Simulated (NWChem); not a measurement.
# C3H5BF2; SMILES FB(/C=C/C)F

```xyz
11

C     -0.1144    -2.8024     0.0000
C      0.2745    -1.3667     0.0000
C     -0.5637    -0.3146     0.0000
B     -0.0371     1.1340     0.0000
F     -0.8535     2.1764     0.0000
F      1.2610     1.4049     0.0000
H      0.3038    -3.3178    -0.8811
H      0.3038    -3.3178     0.8811
H     -1.2054    -2.9372     0.0000
H      1.3541    -1.1627     0.0000
H     -1.6449    -0.4983     0.0000
```
Atoms are numbered in this order, from 1.

All runs: NWChem. Pople sets run with spherical d functions. Geometry: optimised at PBE0/def2-SVP. Vzz is the largest principal value of the second derivative of the potential at the nucleus (NWChem prints the opposite sign); η is the asymmetry. Non-relativistic.

Predict the results for PBE0/6-31G*. Quantities: Vzz B4 (a.u.); η B4.


```json
{
  "Vzz B4 (a.u.)": "0.303",
  "η B4": "0.70"
}
```
